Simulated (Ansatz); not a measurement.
Geometry optimisation, Ansatz 0.2.0, RKS revPBE/def2-SVP.

The input (input.yaml):

```yaml
crystal:
  periodic: [false, false, false]
  atoms:
    - { symbol: C, position_ang: [0.5556, 1.327, 0.0484] }
    - { symbol: O, position_ang: [-0.6228, 0.913, -0.6673] }
    - { symbol: Al, position_ang: [-0.6309, -0.9356, -0.7501] }
    - { symbol: S, position_ang: [-1.4822, -2.1294, 0.9247] }
    - { symbol: H, position_ang: [0.5032, 1.0004, 1.0708] }
    - { symbol: H, position_ang: [1.4498, 1.095, -0.4789] }
    - { symbol: H, position_ang: [0.5037, 2.4825, 0.073] }
    - { symbol: H, position_ang: [0.1698, -1.6655, -1.9519] }
    - { symbol: H, position_ang: [-0.3578, -2.1339, 1.7143] }
basis:
  gaussian: { orbitals: def2-SVP }
hamiltonian:
  xc: revpbe
relax:
  f_tol: 0.015
  max_steps: 40
```

Run as:

```bash
$ ansatz run input.yaml --threads 1 --pin off --max-ram 2048MiB --backend cpu --events-out ev --progress --plain --runs-dir out
```

Q: Where does it end, and by what steps?

A: It converged. After 12 steps the energy has fallen by 0.878 eV; H8 moved furthest, 1.01 Å.

| step | energy less start (eV) | largest force component (eV/Å) | accepted |
| --- | --- | --- | --- |
| 0 | 0.0000 | 2.734 | yes |
| 1 | -0.2678 | 1.138 | yes |
| 2 | -0.3855 | 0.992 | yes |
| 3 | -0.5100 | 0.783 | yes |
| 4 | -0.6351 | 0.380 | yes |
| 5 | -0.7446 | 0.386 | yes |
| 6 | -0.8379 | 0.141 | yes |
| 7 | -0.8716 | 0.119 | yes |
| 8 | -0.8727 | 0.231 | yes |
| 9 | -0.8146 | 0.908 | no |
| 10 | -0.8778 | 0.059 | yes |
| 11 | -0.8781 | 0.029 | yes |
| 12 | -0.8781 | 0.007 | yes |

```xyz
9
Properties=species:S:1:pos:R:3
C 0.638 1.351 0.144
O 0.207 0.383 -0.778
Al -0.512 -1.170 -0.897
S -1.104 -2.355 0.879
H 0.464 1.059 1.208
H 1.729 1.545 0.025
H 0.109 2.316 -0.028
H -0.751 -1.758 -2.349
H -0.690 -1.418 1.779
```

Whether the end is a true minimum wasn't checked by a vibrational analysis.

The run took 29 s on 1 thread of Intel(R) Xeon(R) Platinum 8488C (Sapphire Rapids) (shared host), peak memory 0.16 GiB.
